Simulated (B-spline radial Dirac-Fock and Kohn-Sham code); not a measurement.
**Dipole and non-dipole photoemission parameters of V³⁺ 2s**

System: vanadium as V³⁺, configuration [Ar] 3d2; threshold 661.2 eV (orbital energy of the model). Model: Dirac-Hartree-Slater photoionisation with a Latter tail; cross sections with all multipoles, angular parameters from the dipole term and its interference with E2. Program: a radial atomic solver.

Input of the calculation (task.json; shells as n, l, electrons):

```json
{"items": [{
  "Z": 23,
  "q": 3,
  "cfg": [[1, 0, 2], [2, 0, 2], [2, 1, 6], [3, 0, 2], [3, 1, 6], [3, 2, 2]],
  "A": 51,
  "rrms": 3.6002,
  "do": "xps",
  "hv": [50.6, 59.5, 80, 80.8, 89.2, 142.0, 150, 158.0, 191.0, 272.0, 319.0, 380.0, 600, 615.0, 756.0, 1250.0, 1486.9, 2000, 2050.0, 2200.0, 2540.0, 2984.4, 3760.0, 4640.0, 6080.0, 8230.0, 9970.0, 10300.0, 12000, 15000]
}]}
```

Run with: `python xray2_run.py task.json out`

For linearly polarised light dσ/dΩ = σ/(4π) [1 + β P₂(cos θ) + (δ + γ cos²θ) sin θ cos φ], with θ from the polarisation vector and φ the angle between the beam and the projection of the electron momentum on the plane normal to the polarisation.

```
hν (eV)  σ (kb)      β       γ
    756     149  2.000   0.334
   1250    66.6  2.000  -0.055
 1486.9    48.8  2.000  -0.033
   2000    27.5  2.000   0.087
   2050    26.2  2.000   0.101
   2200    22.7  2.000   0.142
   2540    16.9  2.000   0.238
 2984.4       ?      ?       ?
   3760    7.17  2.000   0.565
   4640    4.42  2.000   0.769
   6080    2.32  2.000   1.065
   8230    1.09  1.999   1.437
   9970   0.669  1.999   1.699
  10300   0.615  1.999   1.746
  12000   0.411  1.999   1.972
  15000   0.226  1.999   2.328
```

Q: Give the values at Ag Lα (2984.4 eV).

A: σ = 12.0 kb, β = 2.000, γ = 0.363. For an s subshell δ is negligible.
